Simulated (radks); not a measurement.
S3+, 13 electrons, occupied as [Ne] 3s2 3d1 (not the ground configuration).

All-electron calculation, Dirac Kohn-Sham, PBE, spin-unpolarised, spherical densities, point nucleus; open shells fill j = l - 1/2 first. Program: a radial shooting solver on a logarithmic mesh with Libxc functionals.

Energy parts (hartree):
| part | energy |
|---|---|
| total | -395.94573 |
| kinetic | 397.79062 |
| electron-nucleus | -924.31163 |
| Hartree | 154.83011 |
| exchange-correlation | -24.25484 |

Orbitals (lengths in bohr, moments of r in powers of bohr):
| orbital | occ. | eigenvalue (hartree) | <r^2> |
|---|---|---|---|
| 1s1/2 | 2 | -90.13406 | 0.01263 |
| 2s1/2 | 2 | -9.39841 | 0.2709 |
| 2p1/2 | 2 | -7.41121 | 0.2400 |
| 2p3/2 | 4 | -7.36429 | 0.2423 |
| 3s1/2 | 2 | -1.95938 | 2.612 |
| 3d3/2 | 1 | -0.91593 | 4.611 |
| 3d5/2 | 0 | -0.91564 | 4.614 |

The highest occupied level is 3d3/2 at -24.924 eV. The density falls to 0.001 e/bohr^3 at r = 3.34 bohr. Summed over all electrons, <r^2> = 11.85 bohr^2, which gives a Langevin (diamagnetic) susceptibility term of -9.39 x 10^-6 cm^3/mol.
